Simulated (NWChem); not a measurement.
System: GaNH₃Cl₂ cation, singlet

```xyz
7

Ga    -0.0757    -0.0020    -0.0015
Cl     0.6398    -1.9729    -0.0002
Cl     0.6267     1.9743     0.0017
N     -2.1187    -0.0055    -0.0005
H     -2.5017    -0.1902    -0.9459
H     -2.5062     0.9045     0.3074
H     -2.5053    -0.7404     0.6190
```
Atoms are numbered in this order, from 1.

Results from NWChem. Pople sets run with spherical d functions. Low-valent species are run as closed-shell singlets; no triplet was tried in these runs. The geometry was optimised at PBE-D3(BJ)/def2-SVP. Vzz is the largest principal value of the second derivative of the potential at the nucleus (NWChem prints the opposite sign); η is the asymmetry. Non-relativistic.

```json
[
 {"level": "CAM-B3LYP/def2-SVP", "Vzz Ga1 (a.u.)": "1.647", "η Ga1": "0.93", "Vzz Cl2 (a.u.)": "2.417", "η Cl2": "0.20", "Vzz Cl3 (a.u.)": "2.409", "η Cl3": "0.20", "Vzz N4 (a.u.)": "-0.364", "η N4": "0.08"},
 {"level": "CAM-B3LYP/6-31G*", "Vzz Ga1 (a.u.)": "1.637", "η Ga1": "0.84", "Vzz Cl2 (a.u.)": "2.538", "η Cl2": "0.19", "Vzz Cl3 (a.u.)": "2.533", "η Cl3": "0.20", "Vzz N4 (a.u.)": "-0.322", "η N4": "0.08"},
 {"level": "PBE0/cc-pVTZ", "Vzz Ga1 (a.u.)": "(withheld)", "η Ga1": "(withheld)", "Vzz Cl2 (a.u.)": "(withheld)", "η Cl2": "0.21", "Vzz Cl3 (a.u.)": "(withheld)", "η Cl3": "0.21", "Vzz N4 (a.u.)": "-0.321", "η N4": "0.08"},
 {"level": "PBE0/6-31G*", "Vzz Ga1 (a.u.)": "1.600", "η Ga1": "0.82", "Vzz Cl2 (a.u.)": "2.530", "η Cl2": "0.19", "Vzz Cl3 (a.u.)": "2.525", "η Cl3": "0.19", "Vzz N4 (a.u.)": "-0.303", "η N4": "0.08"}
]
```

Task: What belongs in the gaps?

Result: 
- PBE0/cc-pVTZ, Vzz Ga1 (a.u.): 2.045
- PBE0/cc-pVTZ, η Ga1: 0.72
- PBE0/cc-pVTZ, Vzz Cl2 (a.u.): 2.349
- PBE0/cc-pVTZ, Vzz Cl3 (a.u.): 2.345
